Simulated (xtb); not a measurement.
Ge(OH)(SH) (GeH₂OS), SMILES [OH][Ge][SH] (connectivity only; charge and spin as stated), neutral, multiplicity 1. All values are semi-empirical tight-binding results from xtb (GFN2-xTB unless named), good for trends rather than for accurate numbers. Coordinates come from a GFN2-xTB optimisation. The values are those of a single conformer.

For metal compounds this method's bond lengths and energies can be far off.

Computed properties:
```yaml
point_group_as_xtb_finds_it: Cs
orbital_gap: 3.55 eV
zero_point_energy: 12.8 kcal/mol
G − E(el) at 298.15 K (modified RRHO): -5.2 kcal/mol
```
